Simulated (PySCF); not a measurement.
# Reading the logs of faulty runs: AlBH3NO

Calculated results; nothing here was measured. They come from PySCF 2.14.0, an open-source quantum chemistry program, on an isolated molecule that a program drew, which may never have been made. The molecule is AlBH3NO (charge 0, singlet), drawn as the SMILES string `N[B](O)[Al]`.

Each row is a Hartree-Fock (HF) and frozen-core CCSD(T) single point in the cc-pV(D+d)Z basis, meant for a local HF minimum. Run 1 is clean. Each other run has one planted mistake out of seven kinds, and not every kind appears here: one electron removed, one electron added, multiplicity raised by two, geometry at a saddle point, minimal basis STO-3G, one bond length entered in bohr, all coordinates scaled. The reference is restricted for singlets and unrestricted otherwise, and also for a bond in bohr. Adding or removing an electron swaps singlet and doublet. Electrons count all cores. HOMO and LUMO are orbital energies over both spins, the gradient is its largest component, and the lowest frequency (negative if imaginary) is given only where the gradient is small. Bond lengths are over the 6 bonds as drawn. T1 is the CCSD diagnostic: over 0.02 (restricted) or 0.045 (unrestricted) a single reference is doubtful.

Geometry of the clean run:
```xyz
7
AlBH3NO, angstrom
N    -3.5986   -0.9958   -1.1779
B    -2.4081   -0.4945   -0.6131
O    -1.7933    0.4876   -1.3701
Al   -1.6999   -1.3316    1.3660
H    -3.9514   -0.6558   -2.0526
H    -4.1665   -1.7036   -0.7657
H    -0.9979    0.8227   -0.9935
```

```
run,electrons,basis functions,<S^2>,HOMO (eV),LUMO (eV),gradient (hartree/bohr),lowest frequency (cm^-1),mean bond (Å),longest bond (Å),T1,HF (hartree),CCSD(T) (hartree),mistake
1,36,80,0.000,-6.88,0.90,2.9e-05,145,1.3329,2.263,0.0155,-397.71339,-398.24662,no fault
2,36,80,2.019,-6.01,0.51,1.4e-02,-,1.3329,2.263,0.0219,-397.69083,-398.20453,multiplicity raised by two
3,36,80,0.000,-6.69,1.00,6.7e-02,-,1.2569,2.134,0.0142,-397.68764,-398.21222,all coordinates scaled
4,37,80,1.130,0.02,6.23,2.8e-02,-,1.3329,2.263,0.0563,-397.69839,-398.23556,?
5,36,80,1.142,-7.62,0.61,3.4e-02,-,1.4815,2.263,0.0735,-397.57541,-398.10793,?
```

**Which mistake was planted in run 4, and what did it cost?**

It counts 37 electrons, one more than the clean run, at the same geometry and basis. So the mistake is: one electron added. Subtracting run 1 and multiplying by 627.51 kcal/mol a hartree, the energy moved by 9.4 kcal/mol in HF and 6.9 kcal/mol in CCSD(T).

**Which mistake was planted in run 5, and what did it cost?**

The mean bond changes by a factor of 1.111 and the longest by 1.000, so the molecule wasn't scaled as a whole. A length L in bohr read as angstrom grows by (1/0.5292 - 1) L = 0.890 L. The 6 bonds together grew by 6 x 0.1486 = 0.892 Å, which gives L = 1.002 Å. That is the length of one of the H-N bonds, 1.003 Å in the clean geometry. So the mistake is: one bond length entered in bohr. Subtracting run 1 and multiplying by 627.51 kcal/mol a hartree, the energy moved by 86.6 kcal/mol in HF and 87.0 kcal/mol in CCSD(T).

Cautions from the logs. Run 4: T1 is over the limit, so its CCSD(T) energy is less reliable and the HOMO is above zero, so the electron isn't bound and the energy depends on the basis; run 5: T1 is over the limit, so its CCSD(T) energy is less reliable.
